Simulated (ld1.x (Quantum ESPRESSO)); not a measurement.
## Lu (Z = 71) ultrasoft: all-electron and pseudo phase curves

```json
{
 "Element": "Lu (Z = 71)",
 "Generator": "ld1.x (Quantum ESPRESSO) 7.5",
 "Type": "ultrasoft",
 "Functional": "PBEsol",
 "Relativity": "scalar-relativistic",
 "Frozen core": "[Kr] 4d10",
 "Valence charge": "25",
 "Reference configuration": "4f14 5s2 5p6 5d1 6s1.5 6p0 (charge +0.5)",
 "Partial waves": "5s (bound): rcut 1.50, rcutus 1.65 bohr; 6s (bound): rcut 1.50, rcutus 1.65 bohr; 5p (bound): rcut 1.90, rcutus 2.15 bohr; 6p (bound, empty): rcut 1.90, rcutus 2.15 bohr; 5d (bound): rcut 2.80, rcutus 3.40 bohr; 5d channel at 0.05 Ry: rcut 2.80, rcutus 3.40 bohr; 4f (bound): rcut 1.10, rcutus 1.20 bohr; 4f channel at 0.45 Ry: rcut 1.10, rcutus 1.20 bohr",
 "Local potential": "all-electron potential smoothed inside 1.50 bohr (lloc = -1)",
 "Core correction": "a·sin(br)/r model core inside 0.90 bohr",
 "Augmentation charge": "built from norm-conserving waves at rcut, not smoothed further"
}
```

The phase is arctan(r·u′/u) with u = r·R(r), unwrapped; energies in Ry, scanned from -7 to 5 Ry. A pole is an energy at which the radial function vanishes at the test radius. The pseudo phase is shifted by a multiple of π to meet the all-electron one at the reference energy, and phase errors are pseudo minus all-electron; the curves can meet again beyond the range given. Levels narrower than the energy grid can be missing from the lists of poles. n/a: not evaluated, since a narrow level or a reset projector energy made the automatic matching unsafe.

| channel | radius (bohr) | reference energy (Ry) | poles, all-electron | poles, pseudo | unbroken range about the reference energy with phases within 0.05 rad | phase error 1 Ry above the reference energy (rad) |
| --- | --- | --- | --- | --- | --- | --- |
| s | 3.69 | -0.54 | 0.24, 4.54 | 0.56, 1.73 | not even at the reference energy | +0.077 |
| p | 3.69 | -0.26 | -2.55, 1.13 | -2.62, -0.96, 1.67 | not even at the reference energy | +0.111 |
| d | 3.69 | -0.34 | -0.10, 2.81 | -0.15, 2.85 | not even at the reference energy | -0.092 |
| f | 3.69 | -0.94 | 1.95 | 2.07 | n/a | n/a |

A Bessel basis up to 400 Ry misses an occupied level by 0.80 Ry, so cutoffs and ghosts were not judged. Its overlap operator is not positive definite in a basis up to 400 Ry (lowest eigenvalue p -0.06), so the file is unfit for use: the generalised eigenproblem breaks down once the basis is large enough, and its test numbers describe a broken file. The potential misses its own reference levels by up to 1.3 eV, so it is not fit for use.

Phases in the p channel:

```
E (Ry)  all-electron  pseudo
 -7.00         1.464   4.605
 -6.74         1.462   4.603
 -6.48         1.459   4.600
 -6.22         1.456   4.598
 -5.96         1.454   4.595
 -5.70         1.451   4.592
 -5.44         1.448   4.589
 -5.18         1.444   4.585
 -4.92         1.440   4.581
 -4.66         1.436   4.577
 -4.40         1.431   4.572
 -4.14         1.426   4.567
 -3.88         1.420   4.561
 -3.62         1.413   4.554
 -3.36         1.405   4.546
 -3.10         1.395   4.535
 -2.84         1.379   4.516
 -2.58         0.952   1.435
 -2.32        -1.759   1.377
 -2.06        -1.782   1.355
 -1.80        -1.806   1.332
 -1.54        -1.835   1.300
 -1.28        -1.875   1.250
 -1.02        -1.935   0.938
 -0.76        -2.038  -1.944
 -0.50        -2.259  -2.115
 -0.24        -2.881  -2.467
  0.02        -3.922  -3.328
  0.28        -4.372  -4.101
  0.54        -4.547  -4.400
  0.80        -4.639  -4.535
  1.06        -4.700  -4.612
  1.32        -4.746  -4.663
  1.58        -4.788  -4.701
  1.84        -4.830  -4.732
  2.10        -4.881  -4.760
  2.36        -4.951  -4.786
  2.62        -5.070  -4.813
  2.88        -5.334  -4.843
  3.14        -6.140  -4.879
  3.40        -7.141  -4.926
  3.66        -7.485  -4.995
  3.92        -7.622  -5.108
  4.18        -7.695  -5.334
  4.44        -7.742  -5.893
  4.70        -7.775  -6.815
  4.96        -7.800  -7.303
```
